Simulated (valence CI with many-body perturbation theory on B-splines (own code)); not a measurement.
## Tm²⁰⁺: electric-dipole lines

Computed by valence CI with perturbative core correlation (CI+MBPT): three valence electrons over a frozen Dirac-Fock core [Kr] 4d10, a basis of 7 s, 7 p, 7 d, 7 f, 4 g, 2 h functions for each j, with the one-electron correlation potential Σ1, the two-electron term Σ2, the three-electron term Σ3, Breit, model QED; selected CI, second order for the rest, scaled by the run's own slope (own B-spline code, finite nucleus).

No measured spectrum was set against this ion. As an estimate, terms of the open shell hold to a few per cent of their energy, and close levels can change places. The list stops below the first excitations out of the core.

Lines 51 to 100 of 545 in falling wavelength, among levels below 1115600 cm⁻¹, chosen from the strongest by gf and those to the six lowest levels. Wavelengths and rates use the calculated energies, so an error of 2000 cm⁻¹ moves a line at 36.58 nm by 0.73 % and its rate by three times that or more. Electric multipoles are in the length gauge, E1 and E2 with the static RPA response of the core. Weak lines are less certain than strong ones. Lines between different terms over intervals too small for the method are left out, as are lines whose strength nearly cancels.

Levels are named by their leading jj configuration (3d3/2^4 stands for four electrons in 3d with j = 3/2), which in mixed levels can hold well under half, so a name can repeat and another be missing. Letters in brackets count levels of one name in rising energy.

```csv
λ vac (nm),Upper,Lower,A (s⁻¹),S (a.u.) with core polarisation,S without
36.58,(4f7/2^2 5p1/2) J=3/2,(4f7/2^2 5s) J=3/2,1.11e+09,1.08e-01,1.39e-01
36.56,(4f7/2^2 5p1/2) J=11/2,(4f7/2^2 5s) J=11/2,3.06e+09,8.84e-01,1.15e+00
36.53,(4f5/2 4f7/2 5p1/2) J=3/2 [b],(4f5/2 4f7/2 5s) J=1/2,2.58e+09,2.48e-01,3.22e-01
36.50,(4f7/2^2 5p1/2) J=1/2,(4f7/2^2 5s) J=1/2,7.85e+09,3.77e-01,4.90e-01
36.48,(4f7/2^2 5p1/2) J=5/2,(4f7/2^2 5s) J=3/2,4.60e+09,6.62e-01,8.59e-01
36.44,(4f5/2 4f7/2 5p1/2) J=3/2 [a],(4f5/2^2 5s) J=1/2,1.12e+08,1.07e-02,1.40e-02
36.44,(4f5/2^2 5p1/2) J=9/2,(4f5/2^2 5s) J=9/2,3.56e+09,8.49e-01,1.10e+00
36.35,(4f5/2 4f7/2 5p1/2) J=5/2 [a],(4f5/2 4f7/2 5s) J=5/2 [a],1.82e+09,2.59e-01,3.36e-01
36.30,(4f5/2 4f7/2 5p1/2) J=5/2 [a],(4f5/2 4f7/2 5s) J=7/2 [b],1.78e+09,2.52e-01,3.27e-01
36.30,(4f7/2^2 5p1/2) J=7/2,(4f7/2^2 5s) J=7/2,2.05e+09,3.86e-01,5.01e-01
36.29,(4f7/2^2 5p1/2) J=13/2,(4f7/2^2 5s) J=11/2,4.42e+09,1.46e+00,1.89e+00
36.18,(4f5/2 4f7/2 5p1/2) J=11/2 [a],(4f5/2 4f7/2 5s) J=9/2 [a],3.90e+09,1.09e+00,1.42e+00
36.12,(4f5/2 4f7/2 5p1/2) J=9/2 [b],(4f5/2 4f7/2 5s) J=7/2 [b],3.30e+09,7.67e-01,9.95e-01
36.09,(4f5/2 4f7/2 5p1/2) J=9/2 [a],(4f5/2 4f7/2 5s) J=9/2 [a],2.90e+09,6.73e-01,8.75e-01
36.09,(4f5/2 4f7/2 5p1/2) J=1/2,(4f5/2 4f7/2 5s) J=3/2 [b],7.09e+09,3.29e-01,4.27e-01
36.07,(4f5/2^2 5p1/2) J=5/2,(4f5/2^2 5s) J=5/2,3.60e+09,5.01e-01,6.50e-01
36.05,(4f5/2 4f7/2 5p1/2) J=3/2 [a],(4f5/2 4f7/2 5s) J=3/2 [a],1.47e+09,1.36e-01,1.76e-01
35.98,(4f5/2 4f7/2 5p1/2) J=7/2 [a],(4f5/2 4f7/2 5s) J=9/2 [b],2.86e+09,5.25e-01,6.82e-01
35.87,(4f5/2 4f7/2 5p1/2) J=3/2 [a],(4f5/2 4f7/2 5s) J=5/2 [b],7.84e+09,7.14e-01,9.28e-01
35.87,(4f5/2 4f7/2 5p1/2) J=5/2 [b],(4f5/2 4f7/2 5s) J=3/2 [a],5.15e+09,7.04e-01,9.14e-01
35.86,(4f5/2^2 5p1/2) J=9/2,(4f5/2^2 5s) J=7/2,5.44e+09,1.24e+00,1.61e+00
35.84,(4f5/2 4f7/2 5p1/2) J=11/2 [b],(4f5/2 4f7/2 5s) J=11/2 [b],4.39e+09,1.20e+00,1.56e+00
35.83,(4f7/2^2 5p1/2) J=9/2,(4f7/2^2 5s) J=7/2,5.21e+09,1.18e+00,1.54e+00
35.81,(4f5/2 4f7/2 5p1/2) J=11/2 [b],(4f5/2 4f7/2 5s) J=13/2,5.51e+09,1.50e+00,1.95e+00
35.78,(4f5/2^2 5p1/2) J=1/2,(4f5/2^2 5s) J=1/2,8.10e+09,3.66e-01,4.76e-01
35.77,(4f5/2 4f7/2 5p1/2) J=13/2,(4f5/2 4f7/2 5s) J=11/2 [b],4.77e+09,1.51e+00,1.96e+00
35.73,(4f5/2 4f7/2 5p1/2) J=13/2,(4f5/2 4f7/2 5s) J=13/2,5.13e+09,1.62e+00,2.10e+00
35.72,(4f5/2 4f7/2 5p1/2) J=7/2 [b],(4f5/2 4f7/2 5s) J=5/2 [a],1.83e+09,3.30e-01,4.28e-01
35.70,(4f5/2 4f7/2 5p1/2) J=5/2 [b],(4f5/2 4f7/2 5s) J=5/2 [b],4.12e+09,5.55e-01,7.21e-01
35.70,(4f5/2 4f7/2 5p1/2) J=7/2 [a],(4f5/2 4f7/2 5s) J=7/2 [a],3.39e+09,6.09e-01,7.91e-01
35.67,(4f5/2 4f7/2 5p1/2) J=7/2 [b],(4f5/2 4f7/2 5s) J=7/2 [b],2.55e+09,4.57e-01,5.93e-01
35.64,(4f5/2^2 5p1/2) J=5/2,(4f5/2^2 5s) J=3/2,5.66e+09,7.58e-01,9.84e-01
35.62,(4f5/2^2 5p1/2) J=3/2,(4f5/2^2 5s) J=5/2,6.67e+09,5.95e-01,7.73e-01
35.58,(4f7/2^2 5p1/2) J=7/2,(4f7/2^2 5s) J=9/2,7.39e+09,1.31e+00,1.71e+00
35.56,(4f5/2 4f7/2 5p1/2) J=11/2 [a],(4f5/2 4f7/2 5s) J=11/2 [a],4.39e+09,1.17e+00,1.52e+00
35.50,(4f7/2^2 5p1/2) J=3/2,(4f7/2^2 5s) J=5/2,8.77e+09,7.75e-01,1.01e+00
35.50,(4f5/2 4f7/2 5p1/2) J=9/2 [b],(4f5/2 4f7/2 5s) J=9/2 [b],4.02e+09,8.89e-01,1.15e+00
35.48,(4f5/2 4f7/2 5p1/2) J=9/2 [a],(4f5/2 4f7/2 5s) J=11/2 [a],5.74e+09,1.27e+00,1.64e+00
35.46,(4f5/2^2 5p1/2) J=7/2,(4f5/2^2 5s) J=9/2,5.96e+09,1.05e+00,1.36e+00
35.41,(4f7/2^2 5p1/2) J=5/2,(4f7/2^2 5s) J=5/2,4.20e+09,5.52e-01,7.17e-01
35.39,(4f7/2^2 5p1/2) J=3/2,(4f5/2 4f7/2 5s) J=1/2,2.90e+07,2.54e-03,3.28e-03
35.39,(4f5/2 4f7/2 5p1/2) J=5/2 [a],(4f5/2 4f7/2 5s) J=7/2 [a],5.61e+09,7.36e-01,9.56e-01
35.39,(4f5/2 4f7/2 5p1/2) J=3/2 [b],(4f5/2 4f7/2 5s) J=3/2 [b],5.57e+09,4.87e-01,6.33e-01
35.35,(4f5/2 4f7/2 5p1/2) J=1/2,(4f5/2^2 5s) J=1/2,3.60e+08,1.57e-02,2.04e-02
35.24,(4f7/2^2 5p1/2) J=11/2,(4f7/2^2 5s) J=13/2,6.71e+09,1.74e+00,2.26e+00
35.22,(4f5/2 4f7/2 5p1/2) J=9/2 [b],(4f5/2 4f7/2 5s) J=7/2 [a],1.67e+09,3.60e-01,4.68e-01
35.19,(4f5/2^2 5p1/2) J=3/2,(4f5/2^2 5s) J=3/2,1.81e+09,1.56e-01,2.02e-01
35.15,(4f5/2 4f7/2 5p1/2) J=7/2 [a],(4f5/2 4f7/2 5s) J=9/2 [a],1.07e+08,1.83e-02,2.37e-02
35.13,(4f7/2^2 5p1/2) J=9/2,(4f7/2^2 5s) J=9/2,4.11e+09,8.79e-01,1.14e+00
35.06,(4f5/2 4f7/2 5p1/2) J=7/2 [b],(4f5/2 4f7/2 5s) J=9/2 [b],4.01e+09,6.82e-01,8.86e-01
```
